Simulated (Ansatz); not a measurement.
Ansatz (a program for electronic structure) input:

Ansatz 0.2 input:
```yaml
crystal:
  periodic: [false, false, false]
  atoms:
    - {symbol: Si, position_ang: [-0.06798897, 0.14448133, -0.14467883]}
    - {symbol: Cl, position_ang: [0.46242278, 0.89576710, 1.84881095]}
    - {symbol: O, position_ang: [-0.51312229, 1.60655781, -0.40401221]}
    - {symbol: O, position_ang: [1.24320015, -0.54880536, -0.75855439]}
    - {symbol: O, position_ang: [-1.05681306, -1.10294831, 0.06220438]}
    - {symbol: H, position_ang: [1.96561426, -0.01633121, -1.07951556]}
    - {symbol: H, position_ang: [-1.96666162, -0.96232970, 0.30935484]}
basis:
  gaussian:
    orbitals: def2-TZVP
hamiltonian:
  xc: b3lyp
  dispersion: d3bj
magnetization: {spin_polarized: true, initial_magnetization: 1}
relax: {f_tol: 0.002, max_steps: 150}
```

**Question.** Predict the final energy.

**Answer.** -976.86515 Eh (B3LYP-D3(BJ)/def2-TZVP). The basis has 179 functions.

It need not be the lowest isomer of its formula.
